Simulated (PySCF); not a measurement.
Exact mass, isotope pattern and composition

Species: `OCC1CC2(CCC2)C1`.

Calculated from tabulated atomic weights, isotope masses and abundances; no fragmentation.

What are the average molar mass and the monoisotopic mass?

For C8H14O, with standard atomic weights, 1 × 15.999 + 8 × 12.011 + 14 × 1.008 = 126.199 g/mol. From the most abundant isotopes (16O, 12C, 1H), 1 × 15.994915 + 8 × 12.000000 + 14 × 1.007825 = 126.1045 u.

Give the isotope pattern of the molecular ion M+•, merging species of the same nominal mass.

```tsv
nominal mass	m/z (centroid)	relative intensity
126	126.1039	100.0
127	127.1073	8.9
128	128.1098	0.6
```

Lines under 0.1 % of the tallest are left out. One electron mass, 0.00055 u, is taken off.

Which singly substituted isotopologues are there?

Intensity in % of the monoisotopic species:

| isotope | mass shift (u) | m/z | intensity (%) |
| --- | --- | --- | --- |
| 13C | +1.00335 | 127.1073 | 8.65 |
| 17O | +1.00422 | 127.1081 | 0.04 |
| 2H | +1.00628 | 127.1102 | 0.16 |
| 18O | +2.00425 | 128.1082 | 0.21 |

Species under 0.02 % are left out.

What resolving power m/Δm just matches the spacing of the species with one 13C and with one 2H?

They lie 0.00292 u apart at mass 127.11, so m/Δm is about 44000.

Count the protons, neutrons and electrons of the monoisotopic species, and give its exact less its nominal mass.

70 protons, 56 neutrons and 70 electrons; 126.1045 − 126 = +0.1045 u.

What is the composition by mass?

O 12.68 %, C 76.14 %, H 11.18 %.
